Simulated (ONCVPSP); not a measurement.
## phosphorus: one change to an ONCV potential, before and after

* Element: P (Z = 15)
* Generator: ONCVPSP 4.0.1
* Type: optimised norm-conserving Vanderbilt (ONCV)
* Functional: PBE
* Relativity: scalar-relativistic
* Frozen core: [Ne]
* Valence charge: 5
* Reference configuration: 3s2 3p3
* Partial waves: 3s: rc 1.35 bohr, ncon 4, nbas 7, qcut 6.2 1/bohr, 2 projectors, debl 0.9 Ha; 3p: rc 1.20 bohr, ncon 4, nbas 8, qcut 8 1/bohr, local; d scattering state at 0.09 Ha: rc 1.20 bohr, ncon 5, nbas 8, qcut 7.4 1/bohr, 2 projectors, debl 2.5 Ha
* Local potential: the p channel
* Core correction: polynomial model core, fcfact 0.5

All-electron outer shells of the reference configuration (PBE, scalar-relativistic, ld1.x):

```tsv
shell	level (eV)	outermost node (bohr)	outermost maximum (bohr)
2s	-173.99	0.14	0.42
2p	-124.49	–	0.36
3s	-13.97	0.65	1.58
3p	-5.51	0.64	1.83
```

Change: s: qcut 5.1; p: qcut 6.6; d: qcut 6.1.

Cutoffs: the cutoffs (Ha) at which the residual kinetic energy of the hardest occupied pseudo-wave falls to 1 and 0.1 mHa per electron; they do not see the model core or the augmentation charge, which bear on the density cutoff. Errors are all-electron minus pseudo energies relative to the spin-unpolarised reference configuration.

Task: How do hardness, ghosts and transferability respond?

Result: The potential gets harder (31 Ha and 128 Ha → 75 Ha and 140 Ha); both files keep a bound ghost (s); of the 4 tests that both files solve, the error grows in 1 and shrinks in 1 by more than 15 % and 0.3 meV (median size 8.3 → 8.0 meV).

| quantity | base | changed |
| --- | --- | --- |
| cutoff, loose | 31 Ha | 75 Ha |
| cutoff, tight | 128 Ha | 140 Ha |
| loose cutoff by channel | s 9.9 Ha, p 31 Ha | s 10 Ha, p 75 Ha |
| bound ghosts | s | s |
| GHOST(+) flags under 300 eV | none | none |
| error for 3s2 3p2, meV [ΔE 9.73 eV] | +2.7 | +2.5 |
| error for 3s2 3p1, meV [ΔE 28.88 eV] | +14 | +14 |
| error for 3s2 3p0, meV [ΔE 58.62 eV] | +25 | +29 |
| error for 3s1 3p4, meV [ΔE 8.53 eV] | +1.8 | +1.5 |
| s: phases at 1.37 bohr within 0.05 rad from the reference energy up to (Ha; the scan ends near 5) | to the end of the scan | to the end of the scan |
| p: phases at 1.22 bohr within 0.05 rad from the reference energy up to (Ha; the scan ends near 5) | 0.6 | 0.7 |
| d: phases at 1.22 bohr within 0.05 rad from the reference energy up to (Ha; the scan ends near 5) | to the end of the scan | to the end of the scan |
| rms error of d²Exc/dni dnj with the model core, mHa | 0.29 | 0.29 |

 A true bound ghost makes a file unfit for plane-wave use even where its test errors are small: the radial tests pick states by their node count and pass the ghost by.
